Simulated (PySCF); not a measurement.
SrCl2, SMILES [Cl][Sr][Cl].

Coordinates come from a B3LYP-D3(BJ)/def2-TZVP optimisation. The isomer is the one that the SMILES or the coordinates give; other isomers of the formula were not compared. The def2 effective core potentials stand for the cores of Sr; spin–orbit coupling is left out.

All values below come from C-PCM-M06-2X/def2-SVP in PySCF 2.14.0.

The values are the electrostatic part of the solvation free energy, E(continuum) − E(gas) at the gas-phase geometry, in a cavity of scaled van der Waals radii (PySCF's table); cavitation and dispersion terms are not included. A continuum can't describe solvent molecules that bind to the metal. In vacuum the orbital gap is 7.21 eV. The dipole moment in vacuum is 5.11 D.

| solvent | ε | ΔG(elec) (kcal/mol) | dipole (D) | gap (eV) |
|---|---|---|---|---|
| water | 78.36 | -19.1 | 5.85 | 8.45 |
| ethanol | 24.85 | -18.5 | 5.82 | 8.42 |
| n-hexane | 1.88 | … | … | … |

### Question
What belongs in the gaps? (An estimate is asked for; the answer gives what the named calculation found.)

### Answer

- n-hexane, ΔG(elec) (kcal/mol): -8.5
- n-hexane, dipole (D): 5.45
- n-hexane, gap (eV): 7.78
